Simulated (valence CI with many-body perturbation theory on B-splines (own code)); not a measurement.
**Zr35+: fill in the table**

Level of theory: relativistic CI+MBPT: three valence electrons over a frozen Dirac-Fock core [He], radial functions for each j: 11 s, 11 p, 10 d, 8 f, 5 g, 2 h, with the one-electron correlation potential Σ1 (screened to all orders), the two-electron term Σ2, the three-electron term Σ3, Breit, model QED; selected single and double excitations, second order for the rest, scaled by the run's own slope (own B-spline code, finite nucleus).

No measured spectrum was set against this ion. As an estimate, large intervals hold to a few tenths of a per cent, small ones and those within an open d or f shell to about a per cent.

```
                     Level  E (× 10³ cm⁻¹)
        (2s^2 2p1/2) J=1/2            0.00
        (2s^2 2p3/2) J=3/2          779.36
        (2s 2p1/2^2) J=1/2               ?
(2s 2p1/2 2p3/2) J=3/2 [a]               ?
    (2s 2p1/2 2p3/2) J=5/2          1552.2
(2s 2p1/2 2p3/2) J=3/2 [b]          1851.0
    (2s 2p1/2 2p3/2) J=1/2          1903.9
        (2s 2p3/2^2) J=5/2          2316.1
        (2s 2p3/2^2) J=1/2               ?
        (2s 2p3/2^2) J=3/2          2738.9
     (2p1/2^2 2p3/2) J=3/2          2800.0
     (2p1/2 2p3/2^2) J=3/2               ?
     (2p1/2 2p3/2^2) J=5/2          3542.5
     (2p1/2 2p3/2^2) J=1/2          3766.1
           (2p3/2^3) J=3/2               ?
           (2s^2 3s) J=1/2           21418
        (2s^2 3p1/2) J=1/2           21726
        (2s^2 3p3/2) J=3/2           21941
   (2s 2p1/2 3s) J=1/2 [a]           22021
       (2s 2p1/2 3s) J=3/2               ?
```

Levels are named by their leading jj configuration (3d3/2^4 stands for four electrons in 3d with j = 3/2), which in mixed levels can hold well under half, so a name can repeat and another be missing. Letters in brackets count levels of one name in rising energy.

The levels stand in rising order. What does the calculation give for the missing energies?

(2s 2p1/2^2) J=1/2 828.54; (2s 2p1/2 2p3/2) J=3/2 [a] 1379.8; (2s 2p3/2^2) J=1/2 2728.9; (2p1/2 2p3/2^2) J=3/2 3426.0; (2p3/2^3) J=3/2 4408.4; (2s 2p1/2 3s) J=3/2 22132.
